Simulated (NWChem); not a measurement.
Species: BaCl2; SMILES [Cl][Ba][Cl]

Results from NWChem. def2 effective core potentials on Ba; no spin-orbit coupling. Each level has its own optimisation; frequencies are unscaled.

| level | r Ba–Cl (Å) | highest harmonic frequency (cm⁻¹) | lowest (cm⁻¹) | zero-point energy (kcal/mol) |
|---|---|---|---|---|
| CAM-B3LYP/def2-SVP | 2.769 | (withheld) | 46 | 0.9 |
| LDA (Slater exchange, VWN5)/def2-SVP | 2.716 | 308 | 47 | 0.9 |
| PBE-D3(BJ)/def2-SVP | 2.755 | 294 | 47 | 0.9 |

### Question
Complete the blanks.

### Answer

- CAM-B3LYP/def2-SVP, highest harmonic frequency (cm⁻¹): 299
